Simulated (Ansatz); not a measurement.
A made-up structure of H$_{2}$SeSO, closed shell:

```
5
angstrom
O -0.8357 -1.3536 0.0599
Se 1.5288 0.6835 0.0410
S -0.0447 -0.2502 -1.1172
H -1.4999 -0.8408 0.5328
H 0.7698 1.8911 0.5368
```

It is relaxed with PBE-D4/def2-SVP and then PBE0-D4/def2-TZVP (Ansatz 0.2.0). Atoms count as bonded within 1.22 times the sum of their covalent radii (H–H: 0.88 Å). The end point is not checked to be a true minimum.

Question: Does its bonding change? (A judgement: the text doesn't fix the answer.)

Answer: The calculation gives: No: no bond forms or breaks.

Where it ends: The first stage lowers the energy by 0.12 eV in 8 steps. It ends as H₂SeSO ([OH][S][SeH]):
O1  (-0.804, -1.317, 0.024)
Se2  (1.520, 0.691, 0.040)
S3  (-0.083, -0.282, -1.043)
H4  (-1.477, -0.826, 0.509)
H5  (0.763, 1.864, 0.523)
(Å)

Labels in which every atom is bracketed show which atoms are joined, not bond orders.

For scale, one of the runs: PBE0-D4/def2-TZVP relaxation, 128 basis functions, launched by `ansatz run in.yaml --threads 2 --pin off --events-out ev --progress --plain --max-ram 4352MiB`. The run took about 21 s on 2 CPU threads of an Arm Neoverse V1 (shared host).
